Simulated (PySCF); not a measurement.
Excitations are Tamm–Dancoff values on a coarser integration grid. The basis has no diffuse functions, so Rydberg states are missing or too high.

Cartesian coordinates (Å):
```xyz
11

C      2.0314    -0.1016    -0.1005
C      0.7591    -0.0605    -0.4579
C     -0.3282     0.0532     0.5559
C     -1.7336     0.0799     0.0216
O     -0.0916     0.1196     1.7377
H      2.2990    -0.0524     0.9475
H      2.8267    -0.1847    -0.8284
H      0.4680    -0.1094    -1.5007
H     -1.8558     0.9212    -0.6641
H     -2.4431     0.1637     0.8398
H     -1.9320    -0.8288    -0.5509
```
Charge 0, spin multiplicity 1.

Question: Give the brightest of the four lowest singlets (TDA), S1 excitation (TDA), dipole moment, T1 excitation (TDA), LUMO, HOMO, HOMO–LUMO gap and total energy at the level PySCF with CAM-B3LYP-D3(BJ)/def2-TZVP.

Answer: 
* **brightest of the four lowest singlets (TDA)**: 6.57 eV
* **S1 excitation (TDA)**: 3.93 eV
* **dipole moment**: 0.591 e·Å
* **T1 excitation (TDA)**: 3.42 eV
* **LUMO**: -0.45 eV
* **HOMO**: -8.80 eV
* **HOMO–LUMO gap**: 8.35 eV
* **total energy**: -6291.68 eV
